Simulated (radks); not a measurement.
Values are calculated unless marked as measured or tabulated.
Effect of the nuclear size on the bismuth ion Bi+, [Hg] 6p2. Level of theory: Dirac Kohn-Sham, PBE, spin-unpolarised, spherical densities, finite nucleus; open shells fill j = l - 1/2 first; Fermi nuclear charge, rms radius 5.5211 fm (a radial shooting solver on a logarithmic mesh with Libxc functionals). The rms radius is varied about that value; shifts are against it.

| rms radius (fm) | total energy shift (eV) | density at nucleus (e/bohr^3) | 1s1/2 shift (meV) | 2s1/2 shift (meV) | 4p1/2 shift (meV) | 5s1/2 shift (meV) | 5p1/2 shift (meV) | 6s1/2 shift (meV) | 6p1/2 shift (meV) |
|---|---|---|---|---|---|---|---|---|---|
| 4.5936 | -45.2 | 3.223e+06 | -17900 | -2760 | -3.91 | -33.9 | 0.625 | -3.92 | 0.547 |
| 5.3389 | -9.24 | 3.014e+06 | -3670 | -563 | -0.804 | -6.93 | 0.127 | -0.802 | 0.112 |
| 5.5211 | 0 | 2.969e+06 | 0.000 | 0.000 | 0.000 | 0.000 | 0.000 | 0.000 | 0.000 |
| 6.0125 | 25.8 | 2.858e+06 | 10200 | 1570 | 2.25 | 19.3 | -0.352 | 2.24 | -0.312 |
| 6.6253 | 59.6 | 2.736e+06 | 23700 | 3630 | 5.23 | 44.7 | -0.808 | 5.17 | -0.720 |

Slopes of the eigenvalues against <r^2> in GHz/fm^2, as finite differences over the two radii next to the reference (eigenvalue slopes, not the field-shift constants of lines): 1s1/2 440000, 2s1/2 67500, 4p1/2 96.7, 5s1/2 830, 5p1/2 -15.1, 6s1/2 96.0, 6p1/2 -13.4.
